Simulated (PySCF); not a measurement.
Ga(F)(SiH3)2 (FGaH₆Si₂), SMILES [SiH3][Ga]([SiH3])[F].

Geometry: PBE0-D3(BJ)/def2-SVP.

Calculation: PBE/def2-TZVP in PySCF.

The total energy is -2606.69286 hartree, the highest occupied level is -6.37 eV and the lowest empty level is -2.94 eV. The orbital gap is 3.43 eV and the dipole moment is 1.97 D. The quadrupole, principal values (traceless, Buckingham form, about the centre of nuclear charge) is -6.96, 0.42, 6.54 D·Å and the mean static polarisability is 97.0 bohr³ (14.37 Å³). The polarisability, principal values is 72.6, 83.0, 135.3 bohr³.
